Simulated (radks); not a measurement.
Question: Numerical settings for neutral bismuth, [Hg] 6p3. All-electron calculation, scalar-relativistic Kohn-Sham, PBEsol, spin-unpolarised, spherical densities, finite nucleus; Fermi nuclear charge, rms radius 5.5211 fm. Program: a radial shooting solver on a logarithmic mesh with Libxc functionals. The defaults (mesh step 0.008 in ln r, mesh end at 40 bohr or more with all orbitals vanishing there, Anderson mixing 0.5 over 9 steps, residual threshold near 1e-9 with the energy settled to 1e-9 hartree or 1e-11 of itself, here a cap of 73 iterations) give E = -21518.576 hartree and 6p at -4.599 eV in 14 iterations. Run on one thread of a shared host, so times are rough (Arm Neoverse V1): 0.17 s of CPU time, 0.17 s wall, 14 iterations on 2440 mesh points. One setting is changed at a time: mesh step in ln r 0.12; mesh step in ln r 0.08; mesh step in ln r 0.03; mesh end (bohr) 8; mesh end (bohr) 2; residual threshold 1e-05; residual threshold 1e-13; mixing 0.2; linear mixing, mixing 0.8; linear mixing, mixing 0.5; mixing history 2; iteration cap 2. Which runs fail to converge, and which converge to a wrong energy?

Answer: Not converged within the cap: mesh step in ln r 0.12; mesh step in ln r 0.08; linear mixing, mixing 0.8; iteration cap 2. Settled on a wrong energy, with an occupied level pushed above zero by the early mesh end: mesh end (bohr) 2 (+21.2 hartree). Apart from these: settings that end as converged yet miss the energy by more than 1 mhartree: mesh end (bohr) 8 (+0.00493 hartree).
